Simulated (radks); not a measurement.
Spherical quantum dot in the effective-mass picture: electrons in a well V = -V0 / (1 + exp((r - R)/a)) with V0 = 2.96, R = 7.52, a = 0.25, with a point charge +1 (a donor) at the centre, all in effective atomic units (hartree* = m*/eps^2 hartree, bohr* = eps/m* bohr), one dielectric constant everywhere. Calculated with a radial shooting solver with Libxc functionals: non-relativistic Kohn-Sham, PBEsol, spin-polarised, spherical densities. Levels are named by radial order and angular momentum (1s, 1p, 1d, 2s, ...), and open shells are averaged over m.

N = 13, configuration 1s2 1p6 1d(up 4, down 0) 2s(up 1, down 0). This is the lowest configuration that the search found. Occupied and some empty levels:

level    occupation  eigenvalue (hartree*)  <r> (bohr*)
1s up             1                -1.0235        4.442
1s down           1               -0.98323        5.056
1p up             3               -0.96642        5.459
1p down           3               -0.93589        5.424
2s up             1               -0.91647        2.685
1d up             4               -0.89229        5.628
1d down           0               -0.86064        5.600
1f up             0               -0.79063        5.768
2s down           0               -0.78385        2.537
1f down           0               -0.75779        5.749
1g up             0               -0.66356        5.891
1g down           0               -0.62973        5.879
2p up             0               -0.57080        3.903
2p down           0               -0.53766        4.065

Energy (hartree*): total -26.0895, kinetic 2.8176, external -40.983, Hartree 14.667, exchange-correlation -2.5907.

Electron density:

r (bohr*)  n(r) (e/bohr*^3)
0.486                0.1166
1.30                0.02403
2.11               0.006581
2.92               0.004337
3.73               0.006186
4.55               0.009705
5.36                0.01206
6.17               0.009394
6.98               0.002873
7.79              0.0001841
8.61              5.016e-06
9.42              1.357e-07
10.2              4.022e-09
